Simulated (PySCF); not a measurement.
# Correlation energy of Ag+ (silver, charge +1)

[Kr] 4d10, closed-shell 1S. Computed with PySCF 2.14 in def2-QZVPPD with the def2 core potential (28 electrons) (7s5p4d4f2g, 88 functions), with a scalar-relativistic core potential. Frozen: nothing; 18 electrons correlated.

```
  level  correlation energy (mhartree)
   CCSD                        -663.68
    (T)                         -19.71
CCSD(T)                        -683.39
```

Diagnostics: T1 = 0.0052, D1 = 0.0099, largest double amplitude 0.017.

Is a single reference adequate?

Yes, within this model without spin-orbit coupling: T1 lies below 0.03 and no double amplitude reaches 0.07.

The basis has no tight functions for the innermost shells, so their pair energies are far from complete.

This basis was not built for core-valence correlation, so the inner-shell part is incomplete.
